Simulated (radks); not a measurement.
The numbers below are computed, except where a source is named.
Problem. Orbital eigenvalues (eV) of neutral dysprosium, [Xe] 4f10 6s2, of relativity; Dirac values are averaged over j with weights 2j + 1. Spin-unpolarised spherical Kohn-Sham, PBEsol, point nucleus unless stated (finite: rms radius 5.2218 fm), a radial shooting solver on a logarithmic mesh with Libxc functionals. A level marked "c x" has the speed of light scaled by that factor and shares open shells by 2j + 1; other Dirac levels either fill j = l - 1/2 first or share by 2j + 1.

shell  non-rel.
2s      -8039.6
2p      -7662.3
3s      -1777.7
3p      -1608.2
3d      -1292.1
4s      -342.08
4p      -274.96
4d      -154.75
5s      -42.044
5p      -24.490
4f      -7.0416
6s      -3.5037

Give the values at the level "Dirac, c x 2".

Solution. 
shell  Dirac, c x 2  change of magnitude (%)
2s          -8236.6                    +2.45
2p          -7727.8                    +0.86
3s          -1824.2                    +2.62
3p          -1625.7                    +1.09
3d          -1289.3                    -0.22
4s          -353.24                    +3.26
4p          -278.94                    +1.45
4d          -154.21                    -0.35
5s          -43.491                    +3.44
5p          -24.694                    +0.83
4f          -6.0238                   -14.45
6s          -3.5554                    +1.48
